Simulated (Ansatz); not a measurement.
`[Cl][GeH2][S][GeH3]` + `[Cl][GeH3]` → `[Cl][GeH2][GeH2][Cl]` + `[SH][GeH3]`  (formal exchange of groups at a Ge–S bond)

Isolated molecules relaxed with PBE0-D4/def2-TZVP in Ansatz; ΔE leaves out vibrations. CCSD(T)/CBS adds triple-zeta CCSD(T) − MP2 to the extrapolated MP2 energy (def2 sets, frozen cores). Functionals use def2-TZVPP. For Ge outer-core shells are correlated without core-valence functions, which leaves a few kJ/mol of doubt a bond. Scalar relativity is left out up to krypton. One conformer a species, not always the lowest.

`[Cl][GeH2][S][GeH3]`:

Cartesian coordinates in Å:
```
Cl -2.261 -0.285 1.175
Ge -1.090 1.260 0.220
S 1.048 0.948 0.627
Ge 1.255 -1.096 -0.251
H -1.403 1.138 -1.276
H -1.497 2.601 0.837
H 0.379 -1.182 -1.510
H 0.829 -2.148 0.778
H 2.741 -1.237 -0.600
```

`[Cl][GeH3]`:

Z-matrix (Å, degrees):
```
Ge
Cl 1 2.155
H 1 1.532 2 107.1
H 1 1.532 2 107.1 3 -120.0
H 1 1.532 2 107.1 3 120.0
```

`[Cl][GeH2][GeH2][Cl]`:

```xyz
8

Cl   -0.147    2.083    1.799
Ge    0.656    1.015    0.096
Ge   -0.657   -1.015   -0.096
Cl    0.156   -2.086   -1.792
H     0.500    1.934   -1.123
H     2.133    0.736    0.398
H    -0.509   -1.931    1.126
H    -2.133   -0.736   -0.407
```

`[SH][GeH3]`:

Cartesian coordinates in Å:
```
S 1.580 -0.627 -0.276
Ge -0.436 0.307 -0.160
H 1.477 -1.252 0.908
H -0.530 1.226 1.068
H -1.524 -0.774 -0.087
H -0.567 1.119 -1.453
```

| level | ΔE (kJ/mol) |
| --- | --- |
| PBE-D4 | 22.2 |
| ωB97X-V | 28.4 |
| B2PLYP | 25.5 |
| r2SCAN | 26.6 |

What does CCSD(T)/CBS give? (Best estimate.)

Computed: +29.1 kJ/mol. The listed levels differ from it by -6.9, -0.7, -3.6, -2.5 kJ/mol.

Largest T1 diagnostic among the species: 0.011.

From PBE to PBE0 (25 % exact exchange), in def2-TZVPP and without D4, ΔE moves by +3.5 kJ/mol. The D4 term adds +5.6 kJ/mol with B3LYP and +2.9 kJ/mol with PBE0; it sums over pairs of atoms, weighted by their polarisabilities, and B3LYP, whose exchange is more repulsive, gets the larger term.

CCSD(T)/CBS has its own doubt, a few kJ/mol and more with outer-core shells, so smaller differences from it don't rank the levels.

B3LYP here is the variant with VWN-RPA as its local correlation; programs differ in this.
